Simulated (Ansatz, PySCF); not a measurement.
Input for Ansatz (a program for electronic structure):
Ansatz 0.2 input:
```yaml
crystal:
  periodic: [false, false, false]
  atoms:
    - {symbol: Cl, position_ang: [-1.64291971, -1.65347614, -0.11748101]}
    - {symbol: B, position_ang: [-0.77888530, -0.07509813, -0.06334697]}
    - {symbol: Cl, position_ang: [-1.92412213, 1.30955110, -0.17262753]}
    - {symbol: B, position_ang: [0.77888530, 0.07509813, 0.06334697]}
    - {symbol: Cl, position_ang: [1.92412213, -1.30955110, 0.17262753]}
    - {symbol: Cl, position_ang: [1.64291971, 1.65347614, 0.11748101]}
basis:
  gaussian:
    orbitals: cc-pVDZ
hamiltonian:
  xc: b3lyp
total_charge: -1
magnetization: {spin_polarized: true, initial_magnetization: 1}
accuracy: high
```

Q: Convert this to an input for PySCF.

A: One answer among several that fit: 
```python
from pyscf import gto, scf, dft

mol = gto.Mole()
mol.atom = '''
    Cl   -1.642920   -1.653476   -0.117481
    B    -0.778885   -0.075098   -0.063347
    Cl   -1.924122    1.309551   -0.172628
    B     0.778885    0.075098    0.063347
    Cl    1.924122   -1.309551    0.172628
    Cl    1.642920    1.653476    0.117481
'''
mol.basis = 'cc-pvdz'
mol.charge = -1
mol.spin = 1
mol.verbose = 4
mol.build()

mf = dft.UKS(mol)
mf.xc = 'b3lyp'
mf.grids.atom_grid = (99, 590)
mf.grids.prune = None
mf.kernel()
```

Both were run: Ansatz gave -1890.793332 Eh and PySCF -1890.793333 Eh, 0.001 mEh apart.
